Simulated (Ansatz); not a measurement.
C₂H₇NSSi, SMILES `CN(C)[Si]S`, relaxed with RKS PBE-D4/def2-SVP in Ansatz from a rough embedded geometry. The force threshold is 0.03 eV/Å; the program also tests the step.

Charge 0, multiplicity 1.

Start:

```xyz
12

C    -0.510   -1.099    0.572
N     0.533   -0.120    0.463
C    -0.082    1.170    0.612
Si    1.935   -0.261   -0.507
S     1.369   -0.149   -2.533
H    -1.145   -1.027    1.407
H    -1.162   -1.121   -0.357
H    -0.078   -2.122    0.601
H    -0.797    1.219    1.503
H    -0.723    1.462   -0.253
H     0.630    1.974    0.778
H     0.029    0.073   -2.286
```

By how much does the energy fall, and how many steps does the optimiser take? (Estimate.)

Ansatz gave: 106.08 kJ/mol, in 20 steps, 1 of them rejected.

Which bonds change most? (An estimate is asked.)

The calculation gave: Si4–S5 from 2.106 to 2.196 Å; C1–H6 from 1.051 to 1.113 Å; N2–Si4 from 1.711 to 1.760 Å; C3–H9 from 1.143 to 1.114 Å.

Give the relaxed structure. (An estimate is asked.)

Ansatz gave: 
```xyz
12

C    -0.701   -0.827    0.084
N     0.245    0.272    0.079
C    -0.135    1.345    0.993
Si    1.729    0.544   -0.828
S     1.845   -1.135   -2.238
H    -0.931   -1.140    1.128
H    -1.667   -0.551   -0.399
H    -0.292   -1.713   -0.439
H    -0.217    0.976    2.041
H    -1.118    1.791    0.714
H     0.623    2.155    0.970
H     0.618   -1.719   -2.103
```
